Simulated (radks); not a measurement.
Results of a calculation; reference values are marked as such.
Initial-state core-level shifts of neutral iodine when its valence configuration changes from [Kr] 4d10 5s2 5p5. Level of theory: Dirac Kohn-Sham, PBE, spin-unpolarised, spherical densities, finite nucleus; open shells are shared between the two j in proportion to 2j + 1; Fermi nuclear charge, rms radius 4.75 fm (a radial shooting solver on a logarithmic mesh with Libxc functionals). Shifts are changes of the shell-averaged eigenvalues in eV (positive: less bound); the change of the density at the nucleus, which sets a Mossbauer isomer shift, is in e/bohr^3, on a base of 2.49e+05.

valence              2p      3d      4s      4p  density at nucleus
4d9 5s2 5p6      -9.757  -9.356  -7.580  -7.233              +28.82
4d9.5 5s2 5p5.5  -4.842  -4.650  -3.792  -3.620              +14.26
4d10 5s1 5p6     -1.370  -1.392  -1.367  -1.355              -70.10
